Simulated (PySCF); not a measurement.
Level of theory: PySCF, PBE, basis Ru def2-TZVP with ECP28, O def2-TZVP (scalar-relativistic core potentials, no spin–orbit coupling, density fitting). Open shells, if any, are unrestricted.

Q: What shape and geometry does isolated singlet RuO₄ take (every ligand bound to Ru)?

A: Formally Ru is in oxidation state +8, d0. The polar-tensor charge on Ru, 1.72, is far below the formal one. The lowest minimum found is a singlet of Td symmetry with Ru–O 1.694 Å (×4); O–Ru–O 109.5° (×6). Its harmonic wavenumbers are 328 (e), 353 (t2), 934 (a1), 958 (t2) cm⁻¹ and its dipole moment is 0.00 D.

This need not be the most stable arrangement of these atoms.
